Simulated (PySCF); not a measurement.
# Hartree-Fock beside MP2: BCFH2N

All numbers below are calculated, not measured. The program is PySCF 2.14.0, an open-source quantum chemistry code, run on an isolated molecule that a program drew, which may never have been made. The molecule is BCFH2N (charge 0, doublet), drawn as the SMILES string `[CH2]N=BF`.

The geometry was optimised and harmonic frequencies were computed with HF and MP2, all in the cc-pVDZ basis, for the commonest isotopes, with a restricted reference for singlets and an unrestricted one otherwise, and a frozen core in MP2. Each result is a local minimum of its method.

Geometry at the HF minimum:
```xyz
6
BCFH2N, angstrom
C    -0.4508    1.1134    0.3575
N    -0.2752   -0.0975    0.9326
B    -0.1157   -1.1996    1.4564
F     0.0528   -2.3611    2.0085
H    -0.9638    1.1838   -0.5911
H    -0.0752    1.9979    0.8520
```

Lengths of the bonds as drawn, in Å (atoms numbered as above):
```
bond,HF,MP2
C1-N2,1.352,1.356
N2-B3,1.231,1.256
B3-F4,1.297,1.317
C1-H5,1.081,1.091
C1-H6,1.081,1.091
```

Rotational constants, in GHz:
```
constant     HF    MP2
       A  283.7  277.8
       B  3.678  3.581
       C  3.631  3.535
```

Harmonic frequencies in cm^-1, each column in rising order, so a row needn't be the same motion in every method:
```
rank,HF,MP2
1,176,160
2,210,204
3,239,261
4,423,395
5,486,413
6,817,779
7,1203,1136
8,1371,1348
9,1584,?
10,2279,2194
11,3291,3214
12,3414,3343
```

**Estimate the missing MP2 frequency from the HF column.**

A single factor s that minimises the squared misfit of MP2 against s times HF over the other rows is sum(HF x MP2) / sum(HF^2) = 0.9727, with an rms misfit of 26 cm^-1. For rank 9 it gives 0.9727 x 1584 = 1541 cm^-1. The calculation gives 1508 cm^-1, 33 cm^-1 below the estimate. The drawn bonds are on average 1.1 % longer in MP2 than in HF.
